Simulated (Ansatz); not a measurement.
Molecule: GeBr (charge 0, doublet). 
Structure (B3LYP-D3(BJ)/def2-TZVP (Ansatz, a quantum-chemistry and plane-wave program) minimum search):
```xyz
2

Ge     0.0000     0.0000    -1.2291
Br     0.0000     0.0000     1.1237
```
Charge 0, spin multiplicity 2.

Basis-set convergence of Hartree-Fock and CCSD correlation energies (hartree) with Ansatz. Cores are frozen in the correlated levels unless marked. Open shells are spin-unrestricted. Spin-orbit coupling is left out. The frozen core is the preceding noble-gas configuration, with the filled d and f shells of earlier blocks. Non-relativistic.

| basis | functions | E(HF) | E(corr, CCSD) |
|---|---|---|---|
| def2-SVPD | 79 | -4647.22917 | -0.20516 |
| def2-TZVPPD | 111 | -4647.80698 | -0.25376 |
| def2-QZVPPD | 193 | -4647.89741 | -0.27434 |

Extrapolating the two largest sets (X = 3 and 4) as X^-3: E(corr) = (64·(-0.27434) - 27·(-0.25376))/37 = -0.2894 Eh, an estimate of the basis-set limit. The largest set recovers 94.8 % of it, the smallest 70.9 %.
